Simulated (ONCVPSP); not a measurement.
**Scattering properties, ONCV potential for thallium**

```
Element                 : thallium (Tl)
Generator               : ONCVPSP 4.0.1
Type                    : optimised norm-conserving Vanderbilt (ONCV)
Functional              : PBE
Relativity              : scalar-relativistic
Frozen core             : [Kr] 4d10 4f14
Valence charge          : 21
Reference configuration : 5s2 5p6 5d10 6s2 (charge +1)
Partial waves           : 5s+6s: rc 1.25 bohr, ncon 4, nbas 8, qcut 7.3 1/bohr, 2 projectors; 5p: rc 1.05 bohr, ncon 4, nbas 8, qcut 8.6 1/bohr, 2 projectors, debl 3.1 Ha; 5d: rc 1.70 bohr, ncon 4, nbas 9, qcut 7.6 1/bohr, 2 projectors, debl 0.7 Ha
Local potential         : polynomial inside 0.85 bohr (lpopt 5, dvloc0 4 Ha)
Core correction         : Teter function, fcfact 4.75, rcfact 1.7
```

In the d channel the program set the typed energies aside and used -0.836, 0.250 Ha.

The phase is arctan(r·R′/R) of the radial function R(r), unwrapped; energies in Ha, scanned from -7 to 5 Ha. A pole is an energy at which the radial function vanishes at the test radius. The pseudo phase is shifted by a multiple of π to meet the all-electron one at the reference energy, and phase errors are pseudo minus all-electron; the curves can meet again beyond the range given. Levels narrower than the energy grid can be missing from the lists of poles. n/a: not evaluated, since a narrow level or a reset projector energy made the automatic matching unsafe.

Q: For each channel, where are the poles, and over which energies does the pseudopotential scatter like the atom?

A:

| channel | radius (bohr) | reference energy (Ha) | poles, all-electron | poles, pseudo | unbroken range about the reference energy with phases within 0.05 rad | phase error 1 Ha above the reference energy (rad) |
| --- | --- | --- | --- | --- | --- | --- |
| s | 1.27 | -0.60 | -3.71 | -3.71 | n/a | n/a |
| p | 1.07 | -3.06 | 2.59 | 2.58 | the whole range | -0.000 |
| d | 1.72 | -0.84 | 0.11 | 0.11 | the whole range | +0.000 |

Note: no bound ghost flagged; GHOST(+) flagged for s at 27.2 eV.

Phases in the d channel:

| E (Ha) | all-electron | pseudo |
| --- | --- | --- |
| -6.96 | 1.372 | 1.372 |
| -6.32 | 1.357 | 1.357 |
| -5.68 | 1.340 | 1.340 |
| -5.04 | 1.317 | 1.317 |
| -4.40 | 1.286 | 1.286 |
| -3.76 | 1.242 | 1.242 |
| -3.12 | 1.169 | 1.169 |
| -2.48 | 1.023 | 1.023 |
| -1.84 | 0.594 | 0.594 |
| -1.20 | -0.727 | -0.727 |
| -0.56 | -1.362 | -1.362 |
| 0.08 | -1.565 | -1.565 |
| 0.72 | -1.683 | -1.683 |
| 1.36 | -1.794 | -1.794 |
| 2.00 | -1.946 | -1.946 |
| 2.64 | -2.256 | -2.258 |
| 3.28 | -3.095 | -3.103 |
| 3.92 | -3.999 | -4.005 |
| 4.56 | -4.332 | -4.336 |
